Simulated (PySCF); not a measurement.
C3H9FSi, SMILES C(C)[Si@H](C)F. Atoms are numbered in the order given.

```xyz
14

C      1.7732    -1.5440     0.0010
C      1.0882    -0.3875    -0.7422
Si    -0.2126     0.5068     0.2721
C     -1.6308    -0.6126     0.7544
F     -0.8145     1.7255    -0.6439
H      2.5441    -2.0272    -0.6202
H      1.0520    -2.3255     0.2913
H      2.2679    -1.1970     0.9234
H      1.8361     0.3567    -1.0687
H      0.6053    -0.7539    -1.6660
H      0.3999     1.1357     1.4783
H     -1.2809    -1.4232     1.4146
H     -2.4142    -0.0544     1.2912
H     -2.0873    -1.0723    -0.1373
```

Coordinates come from a B3LYP-D3(BJ)/def2-SVP optimisation. The structure was generated by enumeration; whether it is a known compound was not checked. Other conformers were not sampled.

Calculation: PBE/def2-TZVP (PySCF).

Atomic charges (e):

| atom | IAO | Mulliken |
|---|---|---|
| C1 | … | -0.38 |
| C2 | -0.57 | -0.29 |
| Si3 | … | 0.52 |
| C4 | -0.76 | -0.49 |
| F5 | … | -0.31 |
| H6 | 0.15 | 0.12 |
| H7 | 0.14 | 0.12 |
| H8 | 0.14 | 0.12 |
| H9 | 0.16 | 0.12 |
| H10 | 0.15 | 0.11 |
| H11 | … | -0.06 |
| H12 | 0.16 | 0.13 |
| H13 | 0.17 | 0.14 |
| H14 | 0.16 | 0.14 |

**Question.** Complete the blanks. (Estimate from the structure and the level; the computed values follow.)

**Answer.** 
- C1, IAO: -0.42
- Si3, IAO: 1.21
- F5, IAO: -0.53
- H11, IAO: -0.16

**Question.** Give the Mayer and Wiberg (Löwdin basis) orders of the bonds. (The exact figures need the calculation; the answer reports its results.)

**Answer.** 
```json
[
 {"bond": "C1–C2", "Mayer": "0.98", "Wiberg": "1.32"},
 {"bond": "C2–Si3", "Mayer": "0.99", "Wiberg": "1.12"},
 {"bond": "Si3–C4", "Mayer": "1.00", "Wiberg": "1.22"},
 {"bond": "Si3–F5", "Mayer": "1.10", "Wiberg": "1.67"},
 {"bond": "C1–H6", "Mayer": "0.96", "Wiberg": "0.91"},
 {"bond": "C1–H7", "Mayer": "0.97", "Wiberg": "0.91"},
 {"bond": "C1–H8", "Mayer": "0.97", "Wiberg": "0.91"},
 {"bond": "C2–H9", "Mayer": "0.93", "Wiberg": "0.84"},
 {"bond": "C2–H10", "Mayer": "0.93", "Wiberg": "0.84"},
 {"bond": "Si3–H11", "Mayer": "0.92", "Wiberg": "0.89"},
 {"bond": "C4–H12", "Mayer": "0.94", "Wiberg": "0.90"},
 {"bond": "C4–H13", "Mayer": "0.95", "Wiberg": "0.90"},
 {"bond": "C4–H14", "Mayer": "0.94", "Wiberg": "0.90"}
]
```
